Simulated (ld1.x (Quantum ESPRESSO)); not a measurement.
# What one change does to a pseudopotential (S (Z = 16), RRKJ)

sulfur (S), norm-conserving RRKJ (Kleinman–Bylander form), made with ld1.x (Quantum ESPRESSO) 7.5 (PBE, fully relativistic). Core [Ne], reference 3s2 3p4. Waves: 3p (bound): rc 1.35 bohr; 3d channel at 0.05 Ry: rc 1.50 bohr; 3s (bound): rc 1.55 bohr. Local part: the s channel. Core correction: Bessel-smoothed model core inside 1.25 bohr.

Open shells are filled in proportion to 2j + 1 (rel_dist='average').

Change: all radii but the core radius scaled by about 1.35 (s 2.08, p 1.82, d 2.02 bohr).

Cutoffs: the cutoffs (Ry, on a coarse ladder) from which the occupation-weighted sum of valence levels, in a spherical-Bessel basis at the reference potential, stays within 10 and 1 mRy of its value at 400 Ry; they do not see the model core or the augmentation charge, which bear on the density cutoff. Errors are all-electron minus pseudo energies relative to the spin-unpolarised reference configuration.

Q: Predict the effect on cutoff, ghosts and configuration errors.

A: The potential gets softer (40 Ry and 60 Ry → 30 Ry and 40 Ry); of the 7 tests that both files solve, the error grows in 7 and shrinks in 0 by more than 15 % and 0.3 meV (median size 6.6 → 78.5 meV); neither file shows a bound ghost. A larger radius leaves more room for a smooth pseudo-wave, so fewer plane waves are needed. More of the atom is replaced by a form fitted at one configuration, so other configurations suffer.

```tsv
quantity	base	changed
cutoff, loose	40 Ry	30 Ry
cutoff, tight	60 Ry	40 Ry
loose cutoff by channel (10 mRy a level)	p 10 Ry, s 21 Ry	p 12 Ry, s 15 Ry
bound ghosts	none	none
error for 3s2 3p3, meV [ΔE 11.77 eV]	+4.2	+13
error for 3s2 3p2, meV [ΔE 34.05 eV]	+27	+79
error for 3s2 3p1, meV [ΔE 68.09 eV]	+92	+246
error for 3s0 3p6, meV [ΔE 20.74 eV]	-6.6	-96
error for 3s2 3p0, meV [ΔE 114.89 eV]	+230	+592
error for 3s2 3p4.3, meV [ΔE -1.71 eV]	+0.2	+0.6
error for 3s1 3p5, meV [ΔE 10.31 eV]	-1.6	-23
```
